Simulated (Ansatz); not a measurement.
Ansatz (a quantum-chemistry and plane-wave program) input (BHLYP/def2-TZVPD):

Ansatz 0.2 input:
```yaml
crystal:
  periodic: [false, false, false]
  atoms:
    - {symbol: S, position_ang: [1.05945980, 0.22142289, -0.00300834]}
    - {symbol: O, position_ang: [1.48913663, -0.41781812, 1.22703964]}
    - {symbol: O, position_ang: [1.05027577, 1.66305379, -0.16999724]}
    - {symbol: C, position_ang: [-0.79799096, -0.31207555, -0.21415486]}
    - {symbol: F, position_ang: [-1.51505568, 0.19977717, 0.77350094]}
    - {symbol: F, position_ang: [-1.23408663, 0.14169019, -1.37853922]}
    - {symbol: F, position_ang: [-0.85960328, -1.63393384, -0.18643688]}
basis:
  gaussian:
    orbitals: def2-TZVPD
hamiltonian:
  xc: {name: BHLYP}
magnetization: {spin_polarized: true, initial_magnetization: 1}
output: {forces: true}
```

Output:

```
Functional definition: BHLYP
integrals: 0.30 GiB planned
1645 factors; their error is unknown
mean field: 3.16 GiB planned
mean field evaluation 1: about -24106.0273 eV, gradient 5.4e1 eV
mean field evaluation 2: about -24092.1520 eV, gradient 8.4e1 eV
mean field evaluation 4: about -24115.1146 eV, gradient 3.2e0 eV
mean field evaluation 8: about -24115.1515 eV, gradient 1.3e-1 eV
mean field evaluation 16: about -24115.2984 eV, gradient 3.3e-3 eV
mean field -24115.29840198 eV, -886.2208703364 hartree, gradient 4.0e-5 eV, S^2 0.766284; 0 other end points of the search recorded, 0 dependent functions left out
the calculation of the forces begins
reference -24115.29859793 eV, -886.2208775376 hartree; 33, 32 occupied and 250, 251 virtual orbitals, 1645 factors
Total energy: -24115.29859793 eV, -886.2208775376 hartree
Atom 0 at     1.059460     0.221423    -0.003008 Å, force    -0.281773     0.651856     1.059449 eV/Å
Atom 1 at     1.489137    -0.417818     1.227040 Å, force    -0.410309     0.678872    -1.284686 eV/Å
Atom 2 at     1.050276     1.663054    -0.169997 Å, force     0.048928    -1.498613     0.177214 eV/Å
Atom 3 at    -0.797991    -0.312076    -0.214155 Å, force    -0.219661    -0.068805    -0.033480 eV/Å
Atom 4 at    -1.515056     0.199777     0.773501 Å, force     0.545094    -0.418793    -0.795022 eV/Å
Atom 5 at    -1.234087     0.141690    -1.378539 Å, force     0.305830    -0.369119     0.906115 eV/Å
Atom 6 at    -0.859603    -1.633934    -0.186437 Å, force     0.011891     1.024601    -0.029589 eV/Å
Dipole moment:    -0.132642    -0.218676    -0.284048 e Å
```

It need not be the lowest isomer of its formula.
